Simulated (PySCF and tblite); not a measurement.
Values are calculated unless marked as measured or tabulated.
C6H11NSi, numbered as in [N:1]#[C:2][C@@H:3]1[CH2:4][CH2:5][CH2:6][CH2:7][SiH2:8]1. Free energies: B3LYP-D3(BJ)/def2-SVP (IEF-PCM, water) on GFN2-xTB structures plus GFN2-xTB thermal terms, symmetry and mirror images included. Conformers within 2.5 kcal/mol (GFN2-xTB free energy) were kept, 3 at most. GIAO shieldings: WP04/pcSseg-1 (IEF-PCM, water). Shifts are against TMS (¹H), TMS (¹³C), TMS (²⁹Si) at the same level; of two unlike H on one atom, a is the less shielded. Codes: tblite and PySCF.

The 6-ring runs over atoms 3–4–5–6–7–8.

| conformer | shape | point group | mirror pair | ΔE(DFT) | Δ(G−E) at 250 K | δ H6a (ppm) |
| --- | --- | --- | --- | --- | --- | --- |
| 1 | 6-ring chair (C2 axial) | C1 | no | 0.00 | 0.00 | 2.04 |
| 2 | 6-ring chair (all substituents equatorial) | C1 | no | 0.08 | -0.07 | 1.39 |

Energies in kcal/mol; the thermal term leaves out symmetry numbers and mirror images.

Task: Work out the weights at 250 K and the ¹H shift of H6a under fast exchange.

Result: RT = 0.497 kcal/mol. Each conformer gets RT ln(σ/g), with σ the rotational symmetry number and g = 2 for a mirror pair: 1: σ = 1, g = 1, G = 0.00 + 0.00 + 0.00 = 0.00, 0.00 above the lowest, exp(−ΔG/RT) = 1.000; 2: σ = 1, g = 1, G = 0.08 − 0.07 + 0.00 = 0.01, 0.01 above the lowest, exp(−ΔG/RT) = 0.983. The sum is 1.983, so the weights are 50.5, 49.5 %. The averaged shift is 1.72 ppm. At 298.15 K it is 1.71 ppm. At 298.15 K the leading conformer alone gives 1.39 ppm and bare DFT energies give 1.74 ppm.
